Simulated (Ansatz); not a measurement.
Start from `[CH3][AlH][S]C` and change one atom or group to get `C[S][Al]([CH3])[F]`.

Ansatz, PBE0-D4/def2-TZVP geometries, multiplicity 1. Each molecule was computed in one conformer, which needn't be the lowest.

| property | `[CH3][AlH][S]C` |
| --- | --- |
| HOMO energy (B3LYP/def2-TZVPP) / eV | -6.79 |
| HOMO–LUMO gap (PBE0/def2-TZVPP) / eV | 6.20 |
| LUMO energy (ωB97M-V/def2-TZVPP) / eV | 0.77 |
| HOMO–LUMO gap (PBE/def2-TZVPP) / eV | 4.31 |
| size of the dipole moment (ωB97M-V/def2-TZVPP) / D | 2.12 |
| size of the dipole moment (PBE/def2-TZVPP) / D | 2.14 |

Q: What does the change do to each property? (Best estimate.)

A: Computed: 
| property | `C[S][Al]([CH3])[F]` | shift |
| --- | --- | --- |
| HOMO energy (B3LYP/def2-TZVPP) / eV | -6.96 | -0.17 |
| HOMO–LUMO gap (PBE0/def2-TZVPP) / eV | 6.93 | 0.73 |
| LUMO energy (ωB97M-V/def2-TZVPP) / eV | 1.27 | 0.50 |
| HOMO–LUMO gap (PBE/def2-TZVPP) / eV | 4.97 | 0.66 |
| size of the dipole moment (ωB97M-V/def2-TZVPP) / D | 3.10 | 0.98 |
| size of the dipole moment (PBE/def2-TZVPP) / D | 3.11 | 0.97 |

With PBE0 the HOMO falls by 0.17 eV and the LUMO rises by 0.56 eV, so the gap widens by about 0.73 eV. PBE moves the HOMO by -0.13 eV and ωB97M-V by -0.18 eV. Dipoles are sizes alone; their direction can turn.

B3LYP here is the variant with VWN-RPA as its local correlation; programs differ in this.
